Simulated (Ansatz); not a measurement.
`C[O][Hf]([Cl])([Cl])[Cl]` + `O/C=C\Cl` → `CO/C=C/Cl` + `[OH][Hf]([Cl])([Cl])[Cl]`  (substitution at a C–O bond)

Gas-phase electronic energies from Ansatz, PBE0-D4/def2-TZVP geometries. CCSD(T)/CBS adds triple-zeta CCSD(T) − MP2 to the extrapolated MP2 energy (def2 sets, frozen cores). Double bonds are as drawn, so ΔE can hold a change between cis and trans. Functionals use def2-TZVPP. B3LYP here is the variant with VWN-RPA as its local correlation; programs differ in this. def2 core potentials past Kr. For Hf outer-core shells are correlated without core-valence functions, which leaves a few kJ/mol of doubt a bond. One conformer a species, not always the lowest.

`C[O][Hf]([Cl])([Cl])[Cl]`:

Cartesian coordinates in Å:
```
C -0.286 -1.705 -0.076
O -0.057 -0.329 -0.014
Hf 0.254 1.515 0.068
Cl -1.504 2.510 1.253
Cl 2.290 1.874 1.167
Cl 0.344 2.347 -2.119
H -1.211 -1.951 0.451
H -0.375 -2.019 -1.119
H 0.544 -2.241 0.390
```

`O/C=C\Cl`:

Z-matrix (Å, degrees):
```
C
C 1 1.329
O 1 1.339 2 126.4
H 1 1.083 2 120.5 3 180.0
Cl 2 1.727 1 120.6 3 -0.0
H 2 1.078 1 123.5 3 -180.0
H 3 0.968 1 108.3 2 -0.0
```

`CO/C=C/Cl`:

```xyz
10

C     0.343    1.139    1.198
O     0.742    0.349    0.098
C    -0.182   -0.536   -0.323
C    -0.113   -1.086   -1.529
Cl   -1.240   -2.279   -2.038
H     1.213    1.720    1.500
H    -0.469    1.819    0.924
H     0.022    0.511    2.038
H    -0.970   -0.800    0.379
H     0.656   -0.837   -2.247
```

`[OH][Hf]([Cl])([Cl])[Cl]`:

Cartesian coordinates in Å:
```
O 1.346 -0.030 0.614
Hf -0.365 0.008 -0.166
Cl -0.664 2.049 -1.264
Cl -0.551 -1.746 -1.699
Cl -1.979 -0.231 1.507
H 2.214 -0.049 1.008
```

Problem. Is it downhill or uphill in electronic energy at CCSD(T)/CBS, and by how much? (Best estimate.)

Solution. The calculation gave: Uphill: ΔE = +5.8 kcal/mol.

Problem. What do these levels give: r2SCAN-D4, B3LYP-D4, ωB97M-V, r2SCAN, PBE0, B3LYP, HF/def2-TZVPP, MP2/def2-TZVPP, SCS-MP2/def2-TZVPP, CCSD/def2-TZVPP, CCSD(T)/def2-TZVPP, SCS-MP2/def2-QZVPP? (An estimate is asked.)

Solution. The calculation gave: r2SCAN-D4 6.2, B3LYP-D4 6.0, ωB97M-V 5.3, r2SCAN 6.2, PBE0 6.1, B3LYP 5.7, HF/def2-TZVPP 4.7, MP2/def2-TZVPP 6.6, SCS-MP2/def2-TZVPP 6.1, CCSD/def2-TZVPP 5.7, CCSD(T)/def2-TZVPP 6.1, SCS-MP2/def2-QZVPP 5.9 kcal/mol.

Largest T1 diagnostic among the species: 0.014.

In def2-TZVPP, CCSD(T) changes the Hartree–Fock value by +1.4 kcal/mol (the triples alone add +0.4 kcal/mol) and MP2 by +1.9 kcal/mol.
